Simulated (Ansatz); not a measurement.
Ideal-gas functions of `[OH][Zr]([OH])([OH])[Br]` at 400 K and 1 bar, from an Ansatz frequency run at PBE0-D4/def2-TZVP.

Molar mass 222.15 g/mol, point group C3 (symmetry number 3), electronic degeneracy 1, moments of inertia 177.831, 496.696, 496.701 u Å². Harmonic wavenumbers (cm⁻¹, unscaled): 113, 113, 115, 148, 166, 166, 220, 221, 252, 252, 263, 321, 720, 720, 729, 4001, 4001, 4006.

Use S(trans) = R[1.5 ln M + 2.5 ln T − 1.1517]; rotational temperatures θ = 24.2544 K / I; S(rot) = R[ln(√π/σ · √(T³/θAθBθC)) + 1.5]; for each mode x = 1.438777 ν̃/T, S = R[x/(eˣ − 1) − ln(1 − e⁻ˣ)] and H = RT x/(eˣ − 1); 1 cm⁻¹ = 0.0119627 kJ/mol; R = 8.31446 J/(mol·K).

Q: By hand: the entropy, in J/(mol·K).

A: Translation 182.4. Rotation: θ = 0.1364, 0.0488, 0.0488 K, giving 116.2. Vibration, mode by mode: 15.86, 15.86, 15.71, 13.65, 12.72, 12.72, 10.47, 10.44, 9.41, 9.41, 9.08, 7.57, 2.40, 2.40, 2.33, 0.00, 0.00, 0.00, in all 150.0. Electronic 0.0. Sum 448.6 J/(mol·K).

Q: By hand: H − E and G − E in kJ/mol, counted from the electronic energy.

A: Zero-point energy ½ × 16527 × 0.0119627 = 98.9; thermal vibration 29.7; translation, rotation and pV give 4 RT = 13.3. H − E = 141.9 kJ/mol, and G − E = 141.9 − 400 × 448.6/1000 = -37.5 kJ/mol.

Vibration gives 33 % of the entropy, 61.1 J/(mol·K) of it from the modes under 150 cm⁻¹: soft modes count most, and the harmonic formula is weakest for them. The sum counts one conformer and one mirror image; others add a mixing term.
